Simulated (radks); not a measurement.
Values are calculated unless marked as measured or tabulated.
Ionisation of Pd+, [Kr] 4d9, to Pd2+, [Kr] 4d8, under several functionals. Scalar-relativistic Kohn-Sham, spin-unpolarised, spherical densities, finite nucleus; a radial shooting solver on a logarithmic mesh with Libxc functionals. Known Delta-SCF values: BP86 20.926 eV; TASK exchange with Perdew-Wang LDA correlation 20.751 eV; SCAN 20.938 eV. What does exchange-only LDA give, and what is its highest occupied eigenvalue?

Answer. 19.621 eV by Delta-SCF; the 4d eigenvalue is -13.507 eV. NIST: 19.4 eV (semi-empirical).

Beside tabulated values, note that spin-unpolarised runs miss the spin-polarisation part of the exchange energy of open shells.
